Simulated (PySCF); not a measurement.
C₅H₆BN, SMILES C#CC1=CCB1N.

Geometry optimised at B3LYP-D3(BJ)/def2-SVP. This is a generated structure with no PubChem entry under its InChIKey; it may be hypothetical. One conformer was computed; it need not be the lowest.

Computed with PBE/def2-TZVP in PySCF.

The molecule is in vacuum.

Computed frontier levels, gap, dipole moment and polarisability:
```
Quantity                                                                                                         Value
---------------------------------------------------------------------------------------------  -----------------------
highest occupied level                                                                                        -5.72 eV
lowest empty level                                                                                            -1.90 eV
orbital gap                                                                                                    3.82 eV
dipole moment                                                                                                   1.95 D
quadrupole, principal values (traceless, Buckingham form, about the centre of nuclear charge)    -8.60, 1.89, 6.71 D·Å
mean static polarisability                                                                       83.6 bohr³ (12.39 Å³)
polarisability, principal values                                                               49.0, 80.1, 121.7 bohr³
```
